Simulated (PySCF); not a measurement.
## Working out the excitation energy of Mo

Mo [Kr] 4d5 5s1 (7S) → Mo [Kr] 4d6 (5D). Computed with PySCF 2.14 in def2-TZVPPD with the def2 core potential (28 electrons), with scalar relativity through the core potential. Frozen: nothing. Energies in hartree (1 hartree = 27.21139 eV):

```tsv
part	Mo (lower)	Mo (upper)
UHF	-67.566616	-67.399826
MP2 opposite-spin	-0.211694	-0.252070
MP2 same-spin	-0.142590	-0.134449
```

**Question.** What does Hartree-Fock give?

**Answer.** (-67.399826) − (-67.566616) = 0.166790 hartree = 4.539 eV.

**Question.** What do MP2 and SCS-MP2 (6/5 opposite-spin, 1/3 same-spin) give?

**Answer.** The opposite-spin parts differ by -1.099 eV and the same-spin parts by 0.222 eV. MP2: 4.539 + (-1.099) + (0.222) = 3.662 eV. SCS-MP2: 4.539 + 1.2 × (-1.099) + (0.222)/3 = 3.294 eV.

One determinant isn't an eigenfunction of L², so it does not stand for a pure term.
